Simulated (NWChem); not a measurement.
Molecule: C2H6ClFSi; SMILES F[C@@H](Cl)C[SiH3]

```xyz
11

F     -1.0047     0.8906     0.8386
C     -0.5781     0.8153    -0.4633
Cl     1.0571     1.6072    -0.5724
C     -0.5331    -0.6310    -0.9154
Si     0.2919    -1.8463     0.3088
H     -1.2364     1.4439    -1.0669
H     -0.0443    -0.6920    -1.8930
H     -1.5709    -0.9637    -1.0575
H     -0.5996    -2.1002     1.4686
H      0.4986    -3.1295    -0.4164
H      1.5998    -1.3407     0.7900
```
Atoms are numbered in this order, from 1.

Level: B3LYP/6-31G* (spherical d) (NWChem), optimised geometry, unscaled harmonic frequencies. 

### Question
List the harmonic frequencies with IR intensities, and the thermochemistry.

### Answer
| frequency (cm⁻¹) | IR intensity (km/mol) |
|---|---|
| 74 | 0.1 |
| 121 | 0.5 |
| 165 | 2.7 |
| 318 | 2.0 |
| 364 | 2.2 |
| 503 | 25.0 |
| 545 | 12.0 |
| 604 | 4.3 |
| 655 | 28.3 |
| 786 | 34.5 |
| 872 | 59.9 |
| 936 | 240.9 |
| 953 | 30.6 |
| 964 | 87.4 |
| 971 | 65.7 |
| 1109 | 87.1 |
| 1205 | 19.0 |
| 1259 | 64.8 |
| 1330 | 42.1 |
| 1389 | 17.0 |
| 1478 | 8.6 |
| 2249 | 130.0 |
| 2269 | 115.1 |
| 2285 | 110.0 |
| 3049 | 5.4 |
| 3118 | 3.8 |
| 3124 | 26.1 |

```json
{
  "zero_point_energy": "46.7 kcal/mol",
  "thermal correction to the enthalpy at 298.15 K (with zero-point energy)": "51.6 kcal/mol",
  "heat capacity Cv": "23.2 cal/(mol K)",
  "entropy at 298.15 K and 1 atm (symmetry number 1)": "82.7 cal/(mol K)",
  "dipole_moment": "2.33 D"
}
```

Rigid rotor and harmonic oscillator; modes under 100 cm⁻¹ make the entropy uncertain.
